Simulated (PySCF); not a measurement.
Problem. What does the PBE0-D3(BJ)/def2-SVP structure of `C[Se]CO[SiH3]` look like in three dimensions?

Solution. 
Z-matrix in Å and degrees, rows numbered from 1:
```
C 
Se  1  1.9424
C   2  1.9607  1   96.07
O   3  1.3854  2  114.30  1    62.94
Si  4  1.6800  3  123.81  2    49.19
H   1  1.0983  2  110.70  3    71.11
H   1  1.0979  2  107.48  3  -169.40
H   1  1.0978  2  109.54  3   -50.71
H   3  1.1055  2  104.25  1  -173.89
H   3  1.1004  2  108.37  1   -58.38
H   5  1.4889  4  104.60  3   158.18
H   5  1.4942  4  110.72  3    39.51
H   5  1.4919  4  111.95  3   -83.78
```

Of the pairs four or more bonds apart, Si5···H8 is among the closest relative to their van der Waals radii: 3.34 Å, 101 % of the sum of Bondi's values. O4 (silyl ether oxygen) is bent (angle 123.8°). Si5 (oxygen-bound silicon) is distorted tetrahedral (angles from 104.6° to 112.0°).

Computed, not measured: PBE0-D3(BJ)/def2-SVP geometry optimisation, gas phase (PySCF 2.14.0).

Point group: C1 (no symmetry element, even within 0.4 Å). Whether it is a minimum is left open (no frequencies). The numbers are those of one conformer (C1–Se2–C3–O4 63°, Se2–C3–O4–Si5 49°).
